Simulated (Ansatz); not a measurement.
`[OH][Al]([OH])[O][SiH3]` + HBr → `[OH][Al]([Br])[O][SiH3]` + H₂O  (ligand exchange at the Al–O bond)

Calculated with Ansatz (gas phase, PBE0-D4/def2-TZVP geometries, no zero-point term in ΔE). CCSD(T)/CBS is the MP2 limit (def2-TZVPP, def2-QZVPP) plus CCSD(T) − MP2 in def2-TZVPP, frozen cores. This one scheme is used for every species. DFT in def2-TZVPP. B3LYP here is the variant with VWN-RPA as its local correlation; programs differ in this. For Br outer-core shells are correlated without core-valence functions, which leaves a few kJ/mol of doubt a bond. Scalar relativity is left out up to krypton. Each species was taken in one conformer, which may not be the lowest.

`[OH][Al]([OH])[O][SiH3]`:

Cartesian coordinates in Å:
```
O 0.793 -1.036 -2.028
Al -0.448 -0.530 -1.006
O -2.054 -0.793 -1.454
O -0.050 0.226 0.435
Si 0.790 0.877 1.663
H 0.618 -1.471 -2.861
H -2.795 -0.526 -0.913
H 1.488 -0.186 2.434
H -0.140 1.594 2.576
H 1.799 1.845 1.155
```

HBr:

Z-matrix (Å, degrees):
```
Br
H 1 1.420
```

`[OH][Al]([Br])[O][SiH3]`:

Z-matrix (Å, degrees):
```
Si
O 1 1.630
H 1 1.486 2 109.4
H 1 1.487 2 110.8 3 120.3
H 1 1.486 2 109.4 3 -119.5
Al 2 1.672 1 158.8 3 -116.5
Br 6 2.233 2 120.1 1 1.2
O 6 1.680 2 122.1 1 -178.8
H 8 0.956 6 122.9 2 0.0
```

H₂O:

Cartesian coordinates in Å:
```
O 0.377 -0.091 0.034
H -0.100 0.131 -0.769
H -0.277 -0.040 0.734
```

**Question.** Is it downhill or uphill in electronic energy at CCSD(T)/CBS, and by how much? (Estimate.)

**Answer.** Ansatz gave: Downhill: ΔE = -28.6 kJ/mol.

**Question.** What do these levels give: PBE0-D4, B3LYP-D4, ωB97X-V, B2PLYP, r2SCAN, HF/def2-QZVPP? (An estimate is asked.)

**Answer.** Ansatz gave: PBE0-D4 -30.7, B3LYP-D4 -21.1, ωB97X-V -24.4, B2PLYP -20.0, r2SCAN -24.1, HF/def2-QZVPP -25.4 kJ/mol.

Largest T1 diagnostic among the species: 0.012.

The D4 term adds −3.7 kJ/mol with B3LYP and −2.1 kJ/mol with PBE0; it sums over pairs of atoms, weighted by their polarisabilities, and B3LYP, whose exchange is more repulsive, gets the larger term. From PBE to PBE0 (25 % exact exchange), in def2-TZVPP and without D4, ΔE moves by −3.9 kJ/mol.
